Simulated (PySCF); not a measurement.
ClH₁₀NO₂Si₄.

```xyz
18

Si    -2.2741    -2.0387     0.7071
N     -0.5470    -1.7651     0.5614
Si     0.1740    -0.2936     0.1040
Cl     0.9401    -0.3054    -1.8352
O      1.4373     0.0863     1.0751
Si     2.9166     0.8637     1.0022
O     -1.0253     0.8247     0.1373
Si    -1.6531     2.0824    -0.7698
H     -2.4638    -3.5107     0.8610
H     -2.9862    -1.5676    -0.5163
H     -2.8737    -1.3509     1.8889
H      0.0660    -2.5373     0.8107
H      2.7825     2.1680     0.2910
H      3.9089     0.0064     0.2940
H      3.3622     1.0972     2.4020
H     -2.7434     2.6998     0.0315
H     -0.5924     3.0946    -1.0432
H     -2.1969     1.5667    -2.0577
```
Charge 0, spin multiplicity 1.

The structure is a stationary point at r2SCAN-D4/def2-SVP. Other conformers were not sampled.

Level of theory: PBE/pcSseg-1 in PySCF. Non-relativistic, no solvent.

Computed absolute GIAO shielding of each atom: isotropic value and principal components (ppm):
| atom | σ(iso) | σ11 | σ22 | σ33 | span |
|---|---|---|---|---|---|
| Si1 | 390.5 | 344.1 | 373.5 | 453.9 | 109.9 |
| N2 | 232.0 | 203.7 | 210.9 | 281.3 | 77.6 |
| Si3 | 392.7 | 370.3 | 382.5 | 425.3 | 55.0 |
| Cl4 | 847.3 | 755.1 | 765.3 | 1021.4 | 266.4 |
| O5 | 252.6 | 205.0 | 248.0 | 304.9 | 99.9 |
| Si6 | 370.8 | 326.7 | 335.5 | 450.2 | 123.4 |
| O7 | 263.9 | 215.1 | 265.2 | 311.2 | 96.1 |
| Si8 | 370.0 | 326.4 | 334.2 | 449.5 | 123.1 |
| H9 | 26.6 | 23.1 | 24.5 | 32.1 | 8.9 |
| H10 | 26.4 | 22.8 | 25.6 | 30.9 | 8.1 |
| H11 | 26.4 | 22.8 | 24.4 | 31.9 | 9.1 |
| H12 | 30.7 | 22.2 | 28.3 | 41.5 | 19.3 |
| H13 | 25.9 | 22.2 | 24.9 | 30.7 | 8.5 |
| H14 | 26.0 | 22.4 | 24.4 | 31.2 | 8.8 |
| H15 | 26.1 | 22.7 | 24.1 | 31.6 | 8.9 |
| H16 | 26.1 | 22.7 | 24.1 | 31.5 | 8.7 |
| H17 | 25.9 | 22.2 | 24.7 | 30.9 | 8.7 |
| H18 | 25.9 | 22.5 | 24.5 | 30.8 | 8.3 |
